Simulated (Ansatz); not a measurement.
Reaction (isomerisation): `NB1CNC1` → `NCC1BN1`

Gas-phase electronic energies from Ansatz, PBE0-D4/def2-TZVP geometries. CBS: MP2 limit from def2 TZ/QZ plus the TZ coupled-cluster correction, frozen cores. DFT in def2-TZVPP. B3LYP here is the variant with VWN-RPA as its local correlation; programs differ in this. Each species was taken in one conformer, which may not be the lowest.

| level | ΔE (kJ/mol) | difference from CCSD(T)/CBS |
| --- | --- | --- |
| PBE-D4 | 114.5 | -1.0 |
| PBE0-D4 | 119.4 | 3.9 |
| B3LYP-D4 | 116.3 | 0.8 |
| ωB97X-V | 117.5 | 2.0 |
| ωB97M-V | 118.1 | 2.6 |
| B2PLYP | 115.4 | -0.1 |
| PBE | 113.7 | -1.8 |
| r2SCAN | 115.0 | -0.5 |
| PBE0 | 118.8 | 3.3 |
| HF/def2-TZVPP | 122.2 | 6.7 |
| MP2/def2-TZVPP | 115.2 | -0.3 |
| SCS-MP2/def2-TZVPP | 114.9 | -0.6 |
| HF/def2-QZVPP | 121.5 | 6.0 |
| SCS-MP2/def2-QZVPP | 114.2 | -1.3 |
| HF/CBS(def2) | 121.4 | 5.9 |
| CCSD/CBS(def2) | 117.7 | 2.2 |
| CCSD(T)/CBS | 115.5 | 0 |

Largest T1 diagnostic among the species: 0.012.

From PBE to PBE0 (25 % exact exchange), in def2-TZVPP and without D4, ΔE moves by +5.1 kJ/mol. In def2-TZVPP, CCSD(T) changes the Hartree–Fock value by −5.3 kJ/mol (the triples alone add −2.2 kJ/mol) and MP2 by −7.0 kJ/mol.
